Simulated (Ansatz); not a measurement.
Ansatz (a quantum-chemistry and plane-wave program) input (B3LYP-D3(BJ)/def2-TZVP):

Ansatz 0.2 input:
```yaml
crystal:
  periodic: [false, false, false]
  atoms:
    - {symbol: Si, position_ang: [-0.80128869, -0.26292510, -0.27297673]}
    - {symbol: F, position_ang: [-1.45529139, -0.61516842, 1.15304482]}
    - {symbol: F, position_ang: [-1.42450126, 1.18860655, -0.57388659]}
    - {symbol: N, position_ang: [0.87382760, -0.01239091, 0.00768818]}
    - {symbol: H, position_ang: [1.41903808, -0.74791717, 0.42685660]}
    - {symbol: H, position_ang: [1.41355042, 0.49473970, -0.67442623]}
basis:
  gaussian:
    orbitals: def2-TZVP
hamiltonian:
  xc: b3lyp
  dispersion: d3bj
magnetization: {spin_polarized: true, initial_magnetization: 1}
relax: {f_tol: 0.002, max_steps: 150}
```

End of the output:

```
relax step   8: F+E_penalty+E_count = -14841.19094769 eV  Δ(F+E_penalty+E_count) = -1.649e-5 eV  max|allowed force component| = 4.197e-4 eV/Å  Δτ_max = 0.0014 Å  (25 SCF iters, accepted)
integrals: 0.05 GiB planned
816 factors; their error is unknown
mean field: 0.67 GiB planned
mean field -14841.02440678 eV, -545.3975873417 hartree, gradient 1.4e-5 eV, S^2 0.751943; 1 other end points of the search recorded, 0 dependent functions left out
the calculation of the forces begins
reference -14841.02460786 eV, -545.3975947312 hartree; 21, 20 occupied and 121, 122 virtual orbitals, 816 factors
Total energy: -14841.19114876 eV, -545.4037149964 hartree
Atom 0 at    -0.812600    -0.216903    -0.236134 Å, force     0.000164     0.000420    -0.000374 eV/Å
Atom 1 at    -1.432723    -0.684101     1.164598 Å, force     0.000030    -0.000159     0.000345 eV/Å
Atom 2 at    -1.413928     1.217282    -0.618836 Å, force    -0.000240    -0.000099    -0.000017 eV/Å
Atom 3 at     0.868056    -0.007820     0.003784 Å, force    -0.000295     0.000042    -0.000083 eV/Å
Atom 4 at     1.402857    -0.740945     0.446452 Å, force     0.000032    -0.000169     0.000133 eV/Å
Atom 5 at     1.413673     0.477432    -0.693565 Å, force     0.000309    -0.000035    -0.000004 eV/Å
Dipole moment:     0.526546    -0.205841    -0.214278 e Å
```

It need not be the lowest isomer of its formula.
